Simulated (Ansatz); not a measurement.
Basis sets compared for the cluster Pb₂S₅⁻. Total charge -1; doublet. Geometry PBE-D4/def2-SVPD. Ansatz on 4 threads of AMD EPYC 7571 on a shared host; times are rough, and most runs start from earlier orbitals.

Cartesian coordinates in Å:
```
Pb 0.443 0.582 2.043
Pb -0.067 0.985 -1.932
S -1.819 -0.690 1.209
S 0.562 2.346 0.166
S 1.611 -1.475 0.690
S -2.081 -0.481 -0.828
S 1.352 -1.267 -1.348
```

In the def2 sets Pb takes a core potential; there is no spin–orbit coupling. The structure comes from a short search, and lower isomers may exist.

| level | functions | energy (Eh) | HOMO (eV) | LUMO (eV) | wall time |
| --- | --- | --- | --- | --- | --- |
| PBE-D4/def2-SVP | 142 | -2375.6064 | -0.42 | 0.08 | 9 s |
| PBE0-D4/def2-SVP | 142 | -2375.6821 | -1.46 | 0.48 | 15 s |

Q: Estimate the rows for PBE-D4/def2-SVPD, PBE0-D4/def2-SVPD.

A: 
```csv
level,functions,energy (Eh),HOMO (eV),LUMO (eV),wall time
PBE-D4/def2-SVPD,199,-2375.6456,-0.90,-0.41,18 s
PBE0-D4/def2-SVPD,199,-2375.7181,-1.87,0.06,30 s
```
